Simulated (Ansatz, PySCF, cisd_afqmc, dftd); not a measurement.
Reaction: ICl (SMILES ClI) → Cl (doublet) + I (doublet) (the Cl-I bond breaks)
Each species at its own B3LYP-D3(BJ)/def2-TZVP minimum (Ansatz, an electronic-structure program).

Wanted: bond dissociation energy (enthalpy at 298 K, ideal-gas terms from PySCF's Hessians at B3LYP-D3(BJ)/def2-TZVP), in kJ/mol. Radicals and triplets start from unrestricted determinants; spin-orbit coupling is neglected. Cores are frozen in correlated methods (noble-gas shells, and filled d and f shells in the p block). Past Kr the def2 sets carry scalar-relativistic core potentials. The Monte Carlo rows (phaseless AFQMC, CISD trial, step 0.005/hartree) carry one-sigma bars that omit the constraint's bias. Outlying blocks are dropped, and bars are widened where a walk drifts. Over all cases where full CI ran beside it in this data, AFQMC minus full CI had a median of +0.1 mEh and passed +0.4 mEh in a tenth of the cases. CBS(X,Y): correlation extrapolated as X^-3, Hartree-Fock from the larger set. A bracket is a step between two methods taken in the basis named. Spin-orbit terms, left out, reach several kcal/mol for Br and I, and more for heavier atoms.

From measured enthalpies of formation at 298 K: 50.4 kcal/mol (Active Thermochemical Tables 1.112 (ions: stationary electron), as tabulated in the package chemicals). The calculations leave out spin-orbit terms.

```csv
level,program,bond dissociation energy (kJ/mol),error against that value
HF/def2-QZVPP,Ansatz,83.6,-127.1
r2SCAN-D4/def2-TZVPD,Ansatz + dftd4,234.4,23.7
B3LYP-D4/def2-TZVPD,Ansatz + dftd4,226.5,15.8
wB97X-V/def2-TZVPD,Ansatz,227.7,17.0
B2GP-PLYP/def2-TZVPD,Ansatz,215.4,4.7
MP2/def2-SVP,Ansatz,171.1,-39.6
MP2/def2-TZVPP,Ansatz,222.3,11.6
CCSDT(Q)/def2-TZVPP,Ansatz,208.2,-2.5
AFQMC/CISD/def2-TZVPP,cisd_afqmc,208.0 ± 1.1,-2.7
"CCSD(T)/CBS(def2-TZVPP,def2-QZVPP) + [AFQMC/CISD - CCSD(T)]/def2-TZVPP",Ansatz + cisd_afqmc,234.9 ± 1.1,24.2
"CCSD(T)/CBS(def2-TZVPP,def2-QZVPP) + [CCSDT(Q) - CCSD(T)]/def2-TZVPP + [CCSDTQ - CCSDT(Q)]/def2-SVP",Ansatz,235.1,24.4
```

The highest level lies far from the tabulated value, which was not checked at its source: another state or conformer, missing terms or a fault of the table are possible.
